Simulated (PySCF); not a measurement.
## Computed data sheet: `CCC[N+](C)(C)[AlH3-]`

C5H16AlN.
Bonds: C1–C2, C2–C3, C3–N4, N4–C5, N4–C6, N4–Al7. Hydrogens: H8, H9, H10 on C1; H11, H12 on C2; H13, H14 on C3; H15, H16, H17 on C5; H18, H19, H20 on C6; H21, H22, H23 on Al7.

From PBE0-D3(BJ)/def2-SVP geometry optimisation, gas phase (PySCF):

```
Point group                  : C1
Rotational constants A, B, C : 2.688, 1.314, 1.127 GHz
```

From PBE0/def2-SVPD ground state, ΔSCF and vertical TDDFT (core frozen in the response) (PySCF):

```
Dipole moment                                                     : 5.08 D
HOMO energy                                                       : -7.25 eV
LUMO energy                                                       : 0.27 eV
HOMO–LUMO gap                                                     : 7.52 eV
Lowest singlet excitation                                         : 6.54 eV (189 nm, f = 0.016)
Strongest line among the 10 lowest singlet transitions            : S7 at 7.55 eV (164 nm, f = 0.044)
Lowest triplet excitation (Tamm–Dancoff)                          : 6.15 eV
Static isotropic polarisability                                   : 103.6 au
Vertical ionisation energy                                        : 9.39 eV
Electronic spatial extent ⟨r²⟩ about the centre of nuclear charge : 1249 bohr²
```

**B3LYP/pcSseg-1 ground state and GIAO shieldings, non-relativistic (PySCF)**

```
13C chemical shifts (computed TMS as zero) by class         : 66.6 (C3), 47.6 (C5/C6), 23.5 (C2), 13.7 (C1) ppm
1H chemical shifts (computed TMS as zero) by class          : 3.83 (H21/H22/H23), 2.38 (H15/H16/H17/H18/H19/H20), 2.20 (H13/H14), 1.83 (H11/H12), 0.99 (H8/H9/H10) ppm
Isotropic shieldings of nuclei other than C and H, by class : 206 (N4), 406 (Al7) ppm
```

**delta-SCF UKS SCAN, pcX-2 on the ionised atom, pcseg-1 elsewhere, spin-free X2C (PySCF)**

```
Core binding energies : C1s 290.9 (C2), C1s 290.9 (C1), C1s 291.9 (C3), C1s 292.0 (C5/C6), N1s 406.3 (N4), Al1s 1565.1 (Al7) eV
```

Monoisotopic mass (most abundant isotopes): 117.1098 u.

No computed singlet falls in the visible range (750 to 380 nm, 1.65 to 3.26 eV); S1 lies 3.28 eV above its blue end. The 10 singlets span 6.54 to 7.69 eV, and their oscillator strengths add up to 0.23. The largest Löwdin shares of the HOMO are 0.35 on Al7, 0.30 on H23 and 0.24 on H21. A dipole of 5.08 D is allowed in C1, and pure rotational transitions are dipole-allowed. The rotational constants make it an asymmetric top with κ = (2B − A − C)/(A − C) = -0.76, nearer the prolate limit (−1).

 NMR classes are plain means over equivalent atoms (diastereotopic ones count apart unless rotation or inversion swaps them), as if these changed places fast; in this geometry the members of some classes differ.

Shape of the structure used: `[CH3:1][CH2:2][CH2:3][N+:4]([CH3:5])([CH3:6])[AlH3-:7]`: C1–C2–C3–N4 176°, C2–C3–N4–C5 -177°.

One conformer stands for the species.
